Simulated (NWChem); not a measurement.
# CH4Be

The numbers come from NWChem runs, not from measurements. All single points use one geometry, from B3LYP/def2-SVP, a minimum by its harmonic frequencies.

Input file:

```
start mol
memory heap 200 mb stack 900 mb global 1100 mb
geometry "system" units angstroms nocenter noautoz noautosym
  Be     1.002695     0.382208     0.000000
  H      2.246822     0.856404     0.000000
  C     -0.564141    -0.215027     0.000000
  H     -0.775351    -0.843044     0.886072
  H     -0.775351    -0.843044    -0.886072
  H     -1.322054     0.591010     0.000000
end
set geometry "system"
basis spherical
  * library 6-31g*
end
dft
  xc b3lyp
  semidirect memsize 60000000 filesize 0
  iterations 100
  convergence energy 1e-10 density 1e-9 gradient 1e-8
  tolerances tight
end
task dft energy
rt_tddft
  tmax 150.0
  dt 0.2
  tag "kick"
  print dipole
  field "kick"
    type delta
    polarization x
    max 0.0001
  end
  excite "system" with "kick"
end
task dft rt_tddft
```

Change of the dipole's x component after the kick, in units of 1e-4 a.u.:

```json
[
 {"time (a.u.)": "0.0", "Δμ": "0.000"},
 {"time (a.u.)": "0.4", "Δμ": "0.294"},
 {"time (a.u.)": "0.8", "Δμ": "0.603"},
 {"time (a.u.)": "1.2", "Δμ": "0.798"},
 {"time (a.u.)": "1.6", "Δμ": "0.927"},
 {"time (a.u.)": "2.0", "Δμ": "0.996"},
 {"time (a.u.)": "2.4", "Δμ": "1.020"},
 {"time (a.u.)": "2.8", "Δμ": "1.040"},
 {"time (a.u.)": "3.2", "Δμ": "1.036"},
 {"time (a.u.)": "3.6", "Δμ": "0.947"},
 {"time (a.u.)": "4.0", "Δμ": "0.800"},
 {"time (a.u.)": "4.4", "Δμ": "0.653"},
 {"time (a.u.)": "4.8", "Δμ": "0.518"},
 {"time (a.u.)": "5.2", "Δμ": "0.402"},
 {"time (a.u.)": "5.6", "Δμ": "0.312"},
 {"time (a.u.)": "6.0", "Δμ": "0.244"},
 {"time (a.u.)": "6.4", "Δμ": "0.158"},
 {"time (a.u.)": "6.8", "Δμ": "0.034"},
 {"time (a.u.)": "7.2", "Δμ": "-0.090"},
 {"time (a.u.)": "7.6", "Δμ": "-0.198"},
 {"time (a.u.)": "8.0", "Δμ": "-0.287"},
 {"time (a.u.)": "8.4", "Δμ": "-0.326"},
 {"time (a.u.)": "8.8", "Δμ": "-0.301"},
 {"time (a.u.)": "9.2", "Δμ": "-0.251"},
 {"time (a.u.)": "9.6", "Δμ": "-0.226"},
 {"time (a.u.)": "10.0", "Δμ": "-0.216"},
 {"time (a.u.)": "10.4", "Δμ": "-0.216"},
 {"time (a.u.)": "10.8", "Δμ": "-0.234"},
 {"time (a.u.)": "11.2", "Δμ": "-0.236"},
 {"time (a.u.)": "11.6", "Δμ": "-0.211"},
 {"time (a.u.)": "12.0", "Δμ": "-0.204"},
 {"time (a.u.)": "12.4", "Δμ": "-0.260"},
 {"time (a.u.)": "12.8", "Δμ": "-0.362"},
 {"time (a.u.)": "13.2", "Δμ": "-0.473"},
 {"time (a.u.)": "13.6", "Δμ": "-0.572"},
 {"time (a.u.)": "14.0", "Δμ": "-0.599"},
 {"time (a.u.)": "14.4", "Δμ": "-0.534"},
 {"time (a.u.)": "14.8", "Δμ": "-0.444"},
 {"time (a.u.)": "15.4", "Δμ": "-0.341"},
 {"time (a.u.)": "15.8", "Δμ": "-0.296"},
 {"time (a.u.)": "16.2", "Δμ": "-0.228"},
 {"time (a.u.)": "16.6", "Δμ": "-0.126"},
 {"time (a.u.)": "17.0", "Δμ": "0.023"},
 {"time (a.u.)": "17.4", "Δμ": "0.188"},
 {"time (a.u.)": "17.8", "Δμ": "0.307"},
 {"time (a.u.)": "18.2", "Δμ": "0.366"},
 {"time (a.u.)": "18.6", "Δμ": "0.391"},
 {"time (a.u.)": "19.0", "Δμ": "0.417"},
 {"time (a.u.)": "19.4", "Δμ": "0.448"},
 {"time (a.u.)": "19.8", "Δμ": "0.485"},
 {"time (a.u.)": "20.2", "Δμ": "0.524"},
 {"time (a.u.)": "20.6", "Δμ": "0.518"},
 {"time (a.u.)": "21.0", "Δμ": "0.455"},
 {"time (a.u.)": "21.4", "Δμ": "0.362"},
 {"time (a.u.)": "21.8", "Δμ": "0.250"},
 {"time (a.u.)": "22.2", "Δμ": "0.123"},
 {"time (a.u.)": "22.6", "Δμ": "0.020"},
 {"time (a.u.)": "23.0", "Δμ": "-0.022"},
 {"time (a.u.)": "23.4", "Δμ": "-0.050"},
 {"time (a.u.)": "23.8", "Δμ": "-0.086"},
 {"time (a.u.)": "24.2", "Δμ": "-0.110"},
 {"time (a.u.)": "24.6", "Δμ": "-0.141"},
 {"time (a.u.)": "25.0", "Δμ": "-0.165"},
 {"time (a.u.)": "25.4", "Δμ": "-0.125"},
 {"time (a.u.)": "25.8", "Δμ": "-0.016"},
 {"time (a.u.)": "26.2", "Δμ": "0.107"},
 {"time (a.u.)": "26.6", "Δμ": "0.186"},
 {"time (a.u.)": "27.0", "Δμ": "0.211"},
 {"time (a.u.)": "27.4", "Δμ": "0.186"},
 {"time (a.u.)": "27.8", "Δμ": "0.127"},
 {"time (a.u.)": "28.2", "Δμ": "0.080"},
 {"time (a.u.)": "28.6", "Δμ": "0.064"},
 {"time (a.u.)": "29.0", "Δμ": "0.049"},
 {"time (a.u.)": "29.4", "Δμ": "-0.021"},
 {"time (a.u.)": "29.8", "Δμ": "-0.131"}
]
```
